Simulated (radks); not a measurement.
Polarisability of the tungsten ion W7+, [Xe] 4f13, at imaginary frequency. Calculated with a radial shooting solver on a logarithmic mesh with Libxc functionals: scalar-relativistic Kohn-Sham, LDA (Slater exchange, VWN5 correlation), spin-unpolarised, spherical densities, finite nucleus; Fermi nuclear charge, rms radius 5.3658 fm. Response by self-consistent Sternheimer equations with the Hartree and adiabatic LDA kernel, the relativistic mass of each level held fixed and spin-orbit coupling left out.

w (hartree),alpha1(iw) (bohr^3)
0.00266,1.748
0.0143,1.748
0.0360,1.747
0.0697,1.746
0.118,1.743
0.186,1.737
0.280,1.724
0.413,1.696
0.605,1.642
0.892,1.535
1.35,1.337
2.12,1.018
3.59,0.6243
6.94,0.2866
17.5,0.08059

Static values: alpha1 = 1.748 bohr^3 (0.2590 angstrom^3; uncoupled 2.932). C6 = 6.120, triple-dipole C9 = 7.591 atomic units. One-pole (London) frequency 4 C6 / (3 alpha1^2) = 2.671 hartree, against 5.041 for minus the highest occupied eigenvalue.
